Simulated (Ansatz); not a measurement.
Reaction (formal exchange of groups at the Si–Si bond): `[SiH3][SiH]1O[CH2][AlH]1` + `CC(=O)F` → `CC(=O)[SiH3]` + `F[SiH]1O[CH2][AlH]1`

Gas-phase electronic energies from Ansatz, PBE0-D4/def2-TZVP geometries. CBS: MP2 limit from def2 TZ/QZ plus the TZ coupled-cluster correction, frozen cores. Functionals use def2-TZVPP. B3LYP here is the variant with VWN-RPA as its local correlation; programs differ in this.

CCSD(T)/CBS gives -27.7 kcal/mol.

Task: Another level gave -20.3 kcal/mol. Which?
A. PBE/def2-TZVPP
B. MP2/def2-TZVPP
C. B3LYP/def2-TZVPP
D. r2SCAN/def2-TZVPP

Result: A. PBE -20.3, MP2/def2-TZVPP -27.7, r2SCAN -22.8, B3LYP -25.7 kcal/mol.

Largest T1 diagnostic among the species: 0.015.

From PBE to PBE0 (25 % exact exchange), in def2-TZVPP and without D4, ΔE moves by −0.8 kcal/mol.
